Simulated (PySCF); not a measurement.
**Computed properties of Sn(F)(SiH3) (FH3SiSn), SMILES [F][Sn][SiH3]**

FH3SiSn, SMILES [F][Sn][SiH3] (connectivity only; charge and spin as stated), neutral, multiplicity 1. Coordinates come from a B3LYP-D3(BJ)/def2-SVP optimisation. The def2 effective core potentials stand for the cores of Sn; spin–orbit coupling is left out. One conformer was computed; it need not be the lowest. All values are computed for the isolated molecule unless a solvent is named; none is compared with measurement here.

**Structure.** The optimised structure has Cs symmetry. All 12 harmonic modes at B3LYP-D3(BJ)/def2-SVP (PySCF) are real, so it is a minimum. With heavy atoms numbered as in [Sn:1]([F:2])[SiH3:3], the shortest bond between them is Sn1–F2 at 1.975 Å and the longest Sn1–Si3 at 2.706 Å.

**Vibrations.** The strongest infrared lines (harmonic, unscaled, degenerate partners summed) lie at 847 cm⁻¹ (314 km/mol, H 91 %, Si 9 %), 2185 cm⁻¹ (115 km/mol, H 96 %), 2188 cm⁻¹ (105 km/mol, H 96 %). The softest mode is at 72 cm⁻¹ and the zero-point energy is 15.8 kcal/mol.

**Electronic structure.** HF/def2-TZVPD (PySCF) places the frontier levels at -8.51 and -0.46 eV, a gap of 8.05 eV, and gives a dipole moment of 3.06 D and a mean polarisability of 76.8 bohr³.

**Excitations.** TDA-CAM-B3LYP/def2-SVPD (PySCF) has S1 at 2.09 eV (594 nm, f = 0.005, weak); the most intense of the 10 singlets computed lies at 6.33 eV (f = 0.66). T1 (TDA) is at 1.33 eV, 0.76 eV under S1.
